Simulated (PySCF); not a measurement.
Compound: C8H5F3O.
Geometry (GFN2-xTB, Å), atoms numbered from 1 in this order:
```
atom  x, y, z in Å
O1     1.765   -0.808    1.947
C2     1.492   -0.245    0.919
C3     0.156   -0.164    0.327
C4    -0.880   -0.798    1.025
C5    -2.170   -0.772    0.538
C6    -2.444   -0.112   -0.651
C7    -1.425    0.519   -1.349
C8    -0.129    0.499   -0.871
C9     2.644    0.461    0.142
F10    2.803   -0.041   -1.096
F11    3.808    0.323    0.771
F12    2.427    1.781    0.000
H13   -0.640   -1.305    1.948
H14   -2.962   -1.263    1.082
H15   -3.453   -0.091   -1.035
H16   -1.644    1.031   -2.274
H17    0.644    0.997   -1.433
```

Definitions: NICS(0) = −σiso at the ring centroid; NICS(1) = −σiso and NICS(1)zz = −σzz at ±1 Å along the ring normal z. Level: GIAO PBE0/pcSseg-1 (PySCF, non-relativistic, gas phase) on the GFN2-xTB geometry, one conformer.

Ring bond lengths (Å), with Mayer bond orders in brackets: C3–C4 1.401 (1.39), C4–C5 1.379 (1.46), C5–C6 1.388 (1.41), C6–C7 1.387 (1.43), C7–C8 1.382 (1.46), C8–C3 1.398 (1.35).

Question: What do the NICS probes read (ppm)?

Answer: 
| ring | type | NICS(0) | NICS(1), two faces | NICS(1)zz, two faces | rms pucker (Å) | centre to ring atoms, mean (Å) |
| --- | --- | --- | --- | --- | --- | --- |
| C3–C4–C5–C6–C7–C8 | 6-membered carbocycle; formal bonds all aromatic | -7.9 | -11.0 / -11.0 | -27.0 / -27.0 | 0.00 | 1.39 |

Question: What can be read from them?

Answer: 
- C3–C4–C5–C6–C7–C8: mean NICS(1)zz -27.0 ppm, shielded. The ring is flat and has no four-coordinate atom; by the NICS criterion it is aromatic.

Question: And the bond-length index? Use HOMA with the parameters of Krygowski (1993).

Answer: 
- C3–C4–C5–C6–C7–C8: HOMA 0.98 = 1 − EN − GEO, with mean bond length 1.389 Å, EN = α(Ropt − mean)² = 0.000 and GEO = α × variance = 0.017. The geometric and the magnetic index point the same way.

Question: What is the mean of the two in-plane components of NICS at the second NICS(1) probe listed for ring C3–C4–C5–C6–C7–C8, 1 Å off the ring?

Answer: The isotropic value is a third of the trace: (3 × -11.0 − (-27.0))/2 = -3.0 ppm.
